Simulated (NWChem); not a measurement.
System: AlHICl; SMILES [Cl][AlH][I]

Input file for NWChem:

```
start job
memory heap 200 mb stack 900 mb global 1100 mb
geometry units angstroms noautoz
  Al     0.802749     1.109085     0.000000
  Cl    -0.488523     2.760816     0.000000
  H      2.357282     1.328201     0.000000
  I     -0.164749    -1.150220     0.000000
end
basis spherical
  * library 3-21g
end
dft
  xc b3lyp
  iterations 150
  mulliken
end
task dft energy
```

The geometry was optimised at PBE0/def2-SVP (def2 core potentials past Kr). B3LYP is NWChem's, with the RPA form of VWN correlation.

**Question.** Give the results of this calculation. (B3LYP/3-21G, non-relativistic.) Quantities: basis functions; energy (Ha); highest occupied level (eV); orbital gap (eV); dipole (D).

**Answer.** 
```
Property                       Result
---------------------------  --------
number of basis functions          59
energy (Ha)                  -7589.82
highest occupied level (eV)     -7.76
orbital gap (eV)                 5.58
dipole (D)                       1.63
```
